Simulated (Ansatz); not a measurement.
`O[SiH](Cl)[SiH2]F` and `O[SiH2][SiH2]F` differ in one atom or group.

Ansatz, PBE0-D4/def2-TZVP geometries, multiplicity 1. Each molecule was computed in one conformer, which needn't be the lowest.

| property | `O[SiH](Cl)[SiH2]F` |
| --- | --- |
| LUMO energy (ωB97M-V/def2-TZVPP) / eV | 0.59 |
| HOMO energy (PBE0/def2-TZVPP) / eV | -8.09 |
| HOMO–LUMO gap (ωB97M-V/def2-TZVPP) / eV | 10.74 |
| size of the dipole moment (PBE/def2-TZVPP) / D | 0.90 |
| size of the dipole moment (B3LYP/def2-TZVPP) / D | 1.00 |
| LUMO energy (PBE0/def2-TZVPP) / eV | -1.18 |

Question: Give the same properties after the change, and the shifts. (Best estimate.)

Answer: Computed: 
```tsv
property	`O[SiH2][SiH2]F`	shift
LUMO energy (ωB97M-V/def2-TZVPP) / eV	0.71	0.12
HOMO energy (PBE0/def2-TZVPP) / eV	-8.19	-0.10
HOMO–LUMO gap (ωB97M-V/def2-TZVPP) / eV	10.96	0.22
size of the dipole moment (PBE/def2-TZVPP) / D	2.08	1.18
size of the dipole moment (B3LYP/def2-TZVPP) / D	2.15	1.15
LUMO energy (PBE0/def2-TZVPP) / eV	-1.01	0.17
```

With PBE0 the HOMO falls by 0.10 eV and the LUMO rises by 0.17 eV, so the gap widens by about 0.27 eV. PBE moves the HOMO by -0.13 eV and ωB97M-V by -0.10 eV. Dipoles are sizes alone; their direction can turn.

B3LYP here is the variant with VWN-RPA as its local correlation; programs differ in this.
